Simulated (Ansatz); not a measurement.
Geometry optimisation, Ansatz, UKS B3LYP-D4/def2-SVP.

Input:

```yaml
crystal:
  periodic: [false, false, false]
  atoms:
    - { symbol: C, position_ang: [0.0219, -0.7347, 0.2751] }
    - { symbol: "N", position_ang: [-1.1937, 0.0863, 0.2429] }
    - { symbol: As, position_ang: [-0.1005, 0.5113, -1.0927] }
    - { symbol: H, position_ang: [0.6144, -1.4678, 0.7417] }
    - { symbol: H, position_ang: [0.7078, 1.5313, -0.2084] }
magnetization:
  spin_polarized: true
basis:
  gaussian: { orbitals: def2-SVP }
hamiltonian:
  xc: b3lyp
  dispersion: d4
relax:
  f_tol: 0.02
  max_steps: 50
output:
  orbitals: {}
```

Run as:

```bash
$ ansatz run input.yaml --threads 2 --pin off --max-ram 3072MiB --backend cpu --events-out ev --progress --plain --runs-dir out
```

Question: Where does it end, and by what steps?

Answer: The run converged. After 8 steps the energy has fallen by 2.011 eV; N2 moved furthest, 0.27 Å.

```csv
step,energy less start (eV),largest force component (eV/Å),accepted
0,0.0000,6.869,yes
1,-1.5555,3.491,yes
2,-1.6478,7.741,yes
3,-1.6934,2.851,yes
4,-1.9806,0.633,yes
5,-2.0084,0.165,yes
6,-2.0081,0.147,no
7,-2.0109,0.049,yes
8,-2.0110,0.012,yes
```

```xyz
5
Properties=species:S:1:pos:R:3
C -0.031 -0.713 0.265
N -1.115 -0.127 0.387
As 0.008 0.616 -1.161
H 0.472 -1.543 0.782
H 0.716 1.694 -0.314
```

Time of the run: 16 s on 2 threads of Arm Neoverse V2, with other jobs on the host, peak memory 0.19 GiB.
